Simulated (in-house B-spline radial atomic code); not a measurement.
A run on an ion of nuclear charge 59 with 59.8 electrons that did not converge. Method: scalar-relativistic (X2C) wB97X, spin-polarised, spherical fractional occupations, Fermi nucleus of rms radius 4.8919 fm; computed with an all-electron radial atomic-structure program (B-spline basis).

Command:
```bash
python run_scf.py task.json out
```
Settings (nuclear radius in fm, mass in u):
```
Z                59
configuration    [Xe] 4f3.8 6s2
hamiltonian      x2c
method           wb97x
spin_polarised   True
nucleus          fermi
rms_radius       4.8919
atomic_mass      140.90766
speed_of_light   137.035999084
```

First and last ten iterations of the last attempt (damped for 15 steps, keeping 80 % of the old Fock matrix, then DIIS):
```
 iter        energy (Eh)    residual
    1       -9226.878100    4.86e-01
    2       -9225.115189    5.62e-01
    3       -9231.035740    3.53e-01
    4       -9233.994377    2.11e-01
    5       -9235.412121    1.24e-01
    6       -9236.064879    8.05e-02
    7       -9236.356499    4.87e-02
    8       -9233.287130    1.54e-01
    9       -9235.934369    9.04e-02
   10       -9236.305326    5.52e-02
  111       -9233.217724    1.53e-01
  112       -9233.254094    1.53e-01
  113       -9233.288888    1.50e-01
  114       -9236.474384    3.31e-02
  115       -9232.925317    1.65e-01
  116       -9236.454665    3.63e-02
  117       -9233.176187    1.56e-01
  118       -9233.065134    1.61e-01
  119       -9233.050075    1.61e-01
  120       -9233.009794    1.61e-01
 not converged after 120 iterations
```

The smallest residual met was 3.3e-02; the threshold is about 6e-07. No energy from this run should be used. Run time, properties included: 43 s on 1 thread of Arm Neoverse N1 (shared host).
